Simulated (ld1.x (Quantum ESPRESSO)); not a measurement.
**samarium (Sm), RRKJ: configuration errors across variants**

- Element: Sm (Z = 62)
- Generator: ld1.x (Quantum ESPRESSO) 7.5
- Type: norm-conserving RRKJ (Kleinman–Bylander form)
- Functional: LDA (PZ)
- Relativity: scalar-relativistic
- Frozen core: [Kr] 4d10 4f5
- Valence charge: 11
- Reference configuration: 5s2 5p6 5d1 6s1 6p1
- Partial waves: 5p (bound): rc 2.45 bohr; 5d (bound): rc 2.85 bohr; 5s (bound): rc 2.05 bohr
- Local potential: the s channel
- Core correction: none

Occupied shells without a wave of their own: 6p, 6s. They enter only through the test configuration that unscreens the potential.

All-electron excitation energies from the reference (eV): (1) 5s2 5p6 5d1 6s2 6p0 -2.816; (2) 5s2 5p6 5d1 6s1 6p0 3.847; (3) 5s2 5p6 5d1 6s0 6p0 15.889; (4) 5s2 5p6 5d2 6s1 6p0 -1.355; (5) 5s2 5p6 5d1 6s0 6p1 7.356; (6) 5s2 5p5 5d1 6s2 6p0 28.226; (7) 5s2 5p6 5d1 6s0 6p2 2.981.

For the base: The 6p, 6s levels have no wave, so the channel is fitted at the deeper level alone: the likely source of the large errors.

On the changes marked as counting shells twice: ld1.x takes every shell without a wave as core, so the model core holds the marked electrons as well and exchange and correlation see them twice. This cancels in the reference configuration, but the file is broken for other ones, and its errors say nothing about a proper core correction.

The file “base” misses its own reference levels by 0.7 eV. The file “core correction a·sin(br)/r model core inside 1.02 bohr (6p, 6s counted twice)” misses its own reference levels by 0.7 eV. The file “core correction a·sin(br)/r model core inside 1.40 bohr (6p, 6s counted twice)” misses its own reference levels by 0.7 eV. The file “core correction a·sin(br)/r model core inside 2.06 bohr (6p, 6s counted twice)” misses its own reference levels by 0.7 eV. The file “core correction a·sin(br)/r model core inside 2.42 bohr (6p, 6s counted twice)” misses its own reference levels by 0.7 eV.

Errors AE − PS in meV (a dash: test not solved or not reliable):

| change | (1) | (2) | (3) | (4) | (5) | (6) | (7) | bound ghosts |
| --- | --- | --- | --- | --- | --- | --- | --- | --- |
| base | +649 | -23 | -1209 | -7.8 | -963 | +1090 | -799 | none |
| core correction a·sin(br)/r model core inside 1.02 bohr (6p, 6s counted twice) | +613 | -185 | -1761 | -42 | -1045 | +934 | -825 | none |
| core correction a·sin(br)/r model core inside 1.40 bohr (6p, 6s counted twice) | +614 | -185 | -1760 | -41 | -1044 | +940 | -823 | none |
| core correction a·sin(br)/r model core inside 2.06 bohr (6p, 6s counted twice) | +615 | -185 | -1757 | -40 | -1042 | +957 | -821 | none |
| core correction a·sin(br)/r model core inside 2.42 bohr (6p, 6s counted twice) | +616 | -185 | -1757 | -40 | -1041 | +961 | -821 | none |

Give the same row for: core correction a·sin(br)/r model core inside 1.68 bohr (6p, 6s counted twice).

+615, -185, -1758, -41, -1043, +948, -822; bound ghosts: none. ld1.x takes every shell without a wave as core, so the model core holds the 6p, 6s electrons as well and exchange and correlation see them twice. This cancels in the reference configuration, but the file is broken for other ones, and its errors say nothing about a proper core correction.
